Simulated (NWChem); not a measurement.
System: boron trifluoride (BF3); SMILES FB(F)F

Input file for NWChem:

```
start job
memory heap 200 mb stack 700 mb global 900 mb
geometry units angstroms noautosym nocenter noautoz
  F      1.261997    -0.380209     0.000000
  B      0.000000     0.000000     0.000000
  F     -0.960269    -0.902817     0.000000
  F     -0.301728     1.283026     0.000000
end
basis spherical
  * library pcsseg-1
end
dft
  xc pbe0
  iterations 150
end
property
  shielding 2 1 2
end
task dft property
```

Coordinates come from a B3LYP/6-31G* (spherical d) optimisation. Not confirmed as a minimum by frequencies.

GIAO values for the isolated, static molecule; σ is the absolute isotropic shielding.

Atoms are numbered as in the input.

### Question
Give the results of this calculation. (PBE0/pcSseg-1, GIAO.) Quantities: σ F1 (ppm); σ B2 (ppm).

### Answer
```json
{
  "σ F1 (ppm)": "298.3",
  "σ B2 (ppm)": "88.7"
}
```
